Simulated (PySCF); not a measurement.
Can point charges reproduce the dipole moment of `B[C@H]1CC=CCCC1`?

Coordinates (PBE0-D3(BJ)/def2-SVP, Å) and charges (e) from the PBE0/pcSseg-1 density (PySCF):

```csv
atom,x,y,z,Mulliken,IAO,Hirshfeld,ESP-fitted
B1,-1.780,-0.398,0.115,+0.2000,+0.0539,+0.1476,+0.2970
C2,-0.905,-0.531,-1.167,-0.4888,-0.2393,-0.0875,+0.0791
C3,-0.210,0.768,-1.597,-0.0980,-0.2586,-0.0680,-0.2243
C4,0.738,1.311,-0.563,-0.1856,-0.1568,-0.0484,-0.1391
C5,1.773,0.645,-0.037,-0.1704,-0.1576,-0.0498,-0.3029
C6,2.192,-0.753,-0.401,-0.1848,-0.2673,-0.0681,+0.0508
C7,1.121,-1.834,-0.243,-0.2177,-0.2428,-0.0645,+0.0033
C8,-0.021,-1.778,-1.253,-0.1562,-0.2409,-0.0664,-0.1562
H9,-2.264,0.670,0.418,-0.0038,+0.0055,-0.0619,-0.1333
H10,-2.083,-1.375,0.765,-0.0042,+0.0041,-0.0612,-0.1414
H11,-1.755,-0.699,-1.880,+0.1435,+0.1621,+0.0537,+0.0209
H12,-0.973,1.528,-1.821,+0.1214,+0.1393,+0.0415,+0.0875
H13,0.339,0.598,-2.544,+0.1263,+0.1336,+0.0358,+0.0972
H14,0.563,2.337,-0.218,+0.1009,+0.1414,+0.0406,+0.1216
H15,2.383,1.164,0.711,+0.1014,+0.1397,+0.0396,+0.1426
H16,2.546,-0.763,-1.451,+0.1294,+0.1361,+0.0379,+0.0453
H17,3.066,-1.032,0.207,+0.1243,+0.1396,+0.0413,+0.0267
H18,1.611,-2.817,-0.333,+0.1200,+0.1319,+0.0388,+0.0028
H19,0.708,-1.788,0.780,+0.1182,+0.1266,+0.0322,+0.0394
H20,0.403,-1.862,-2.271,+0.1046,+0.1178,+0.0294,+0.0435
H21,-0.654,-2.670,-1.111,+0.1195,+0.1316,+0.0379,+0.0397
```

Problem. Compute μ = Σ q r for each scheme (1 e·Å = 4.803 D) and compare with the dipole of the full density.

Solution. The full density gives (0.30, -0.35, -0.68) D, 0.82 D in size; dipole vectors point from the negative to the positive end.

```
    scheme     μx     μy     μz  size (D)  share of the full size (%)  angle to the full dipole (°)
  Mulliken  -0.18  -0.98  -0.30      1.04                         127                            55
       IAO  -0.09  -0.34  -0.44      0.56                          68                            32
 Hirshfeld   0.21  -0.17  -0.39      0.48                          58                             6
ESP-fitted   0.30  -0.34  -0.69      0.83                         101                             1
```

Problem. Which set comes closest?

Solution. Length of the difference vector: ESP-fitted 0.02 D, Hirshfeld 0.35 D, IAO 0.46 D, Mulliken 0.88 D. Closest: ESP-fitted. The schemes that divide the density aren't constrained to reproduce the dipole.

Problem. What is left for the Hirshfeld atoms' own dipoles?

Solution. The shares of the density sum to the whole, so what Σ q r misses lies in dipoles about the nuclei. The atomic dipoles sum to (0.30, -0.35, -0.68) − (0.21, -0.17, -0.39) = (0.09, -0.18, -0.29) D, 0.35 D in size.

Problem. With the origin at the mean of the coordinates, (0.324, -0.442, -0.662) Å, which are the largest single terms, by size, of the Mulliken dipole along the direction of the full one?

Solution. B1 -1.38, H16 +1.00, H20 +0.99, H14 -0.71, H18 +0.70 D; all 21 atoms together +0.60 D. The single terms depend on the origin, their sum doesn't.

Problem. Give the size of the full dipole in other units.

Solution. 0.82 D = 0.324 au = 0.171 e·Å = 2.74 × 10⁻³⁰ C·m.

The structure is a single PBE0-D3(BJ)/def2-SVP conformer in the gas phase; no vibrational or solvent corrections.
